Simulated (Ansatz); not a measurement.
Two structures of GeNH$_{5}$, singlet, reached by relaxing down either side of one saddle point (PBE0-D4/def2-TZVP). Energies are electronic, without zero-point energy. Ansatz 0.2.0; basis: def2-TZVPP and def2-QZVPP; cores frozen in the correlated methods. Filled d shells of the heavier atoms are correlated. The def2 sets are not built for correlating such inner shells, so the correlated values are less sure here. Extrapolation: Hartree–Fock as exp(−7.88 √X), correlation as X^−2.97. First:

```
atom    x (Å)    y (Å)    z (Å)
 Ge1   0.2161  -0.9059   1.1186
  H2  -0.3312   1.0095  -0.6927
  N3   0.0877   0.0949  -0.8067
  H4  -1.2934  -0.4336   1.3534
  H5   0.7887   0.4747   1.6867
  H6   1.0105   0.2063  -1.2096
  H7  -0.4784  -0.4457  -1.4497
```

Second:

Ge1  (0.351, -1.053, 0.522)
H2  (-1.616, 1.071, 1.379)
N3  (0.732, -0.387, -1.124)
H4  (-2.130, 0.548, 1.231)
H5  (0.999, 0.206, 1.271)
H6  (1.184, 0.493, -1.312)
H7  (0.479, -0.878, -1.966)
(Å)

(1) Which bonds change from the first to the second?

(2) Give the saddle point's structure and its height above each. (To be estimated.)

The search had been set up for a insertion of a divalent centre (a silylene, a carbene or their kin) (forming Ge1–H2, Ge1–N3, breaking H2–N3); from that guess it ended on this step instead.

No T1 diagnostic of these runs exceeds 0.015.

Answers

(1) GeNH₅ ([NH3][GeH2]) → GeNH₃ ([NH2][GeH]) + H₂; bonds formed: H2–H4; dative contacts that become bonds: Ge1–N3; bonds broken: Ge1–H4, H2–N3.

(2) The calculation gives: 36.97 kcal/mol above the first and 28.33 kcal/mol above the second (CCSD(T) at an estimated basis limit (MP2 extrapolated from triple and quadruple zeta, plus CCSD(T) − MP2 in triple zeta)).
```xyz
7
angstrom
Ge 0.0929 -0.9520 0.9108
H -0.8559 0.4335 0.1176
N 0.1507 -0.0029 -0.8547
H -1.2599 0.3113 0.9722
H 1.0154 0.1704 1.5626
H 0.9379 0.5981 -1.0437
H -0.0810 -0.5583 -1.6646
```

Labels in which every atom is bracketed show which atoms are joined, not bond orders.

For scale, one of the runs: CCSD(T)/def2-TZVPP, 149 basis functions, launched by `ansatz run in.yaml --threads 2 --pin off --events-out ev --progress --plain --max-ram 4352MiB`. The run took 21 s on 2 CPU threads of an Arm Neoverse V1 (shared host), with 0.95 GiB of host memory at its peak.
